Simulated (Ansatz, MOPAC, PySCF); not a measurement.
Potential energy surface of H2Mg, singlet: symmetric bend, bond length relaxed. Scanned: H-Mg-H angle. Other coordinates (Mg-H bond length) were minimised at B3LYP/def2-TZVP.

RKS-B3LYP/LANL2DZ = PySCF with restricted B3LYP/LANL2DZ, with its core potentials past Ne; RMP2/3-21G = restricted MP2 (frozen core)/3-21G (PySCF); AM1, restricted, heats of formation (MOPAC); FCI/aug-cc-pVTZ = Ansatz (a quantum-chemistry and plane-wave program) with full CI/aug-cc-pVTZ, frozen core.

Energies relative to the lowest point of each profile, in eV; the last columns give the difference from FCI:

```csv
a / °,RKS-B3LYP/LANL2DZ,RMP2/3-21G,AM1,FCI/aug-cc-pVTZ,RKS-B3LYP/LANL2DZ − FCI/aug-cc-pVTZ,RMP2/3-21G − FCI/aug-cc-pVTZ,AM1 − FCI/aug-cc-pVTZ
180,0.000,0.000,0.000,0.000,0.000,0.000,0.000
171.12,0.014,0.015,0.014,0.012,0.003,0.003,0.002
161.61,0.061,0.064,0.061,0.050,0.011,0.014,0.010
149.45,0.167,0.172,0.168,0.140,0.027,0.032,0.028
138.26,0.308,0.317,0.317,0.265,0.043,0.052,0.052
130.31,0.434,0.448,0.455,0.381,0.053,0.067,0.074
120.99,0.613,0.633,0.652,0.550,0.063,0.083,0.102
109.49,0.887,0.915,0.954,0.813,0.075,0.102,0.141
97.50,1.250,1.287,1.345,1.163,0.087,0.124,0.182
88.15,1.602,1.648,1.713,1.502,0.100,0.146,0.211
81.27,1.910,1.960,2.026,1.796,0.114,0.164,0.230
68.77,2.597,2.658,2.704,2.447,0.150,0.211,0.257
60,3.186,3.267,3.286,3.007,0.180,0.261,0.280
```

RKS-B3LYP/LANL2DZ is furthest from FCI/aug-cc-pVTZ at 60 (0.180 eV, above); its mean absolute difference over the points is 0.070 eV.

RMP2/3-21G is furthest from FCI/aug-cc-pVTZ at 60 (0.261 eV, above); its mean absolute difference over the points is 0.097 eV.

AM1 is furthest from FCI/aug-cc-pVTZ at 60 (0.280 eV, above); its mean absolute difference over the points is 0.121 eV.
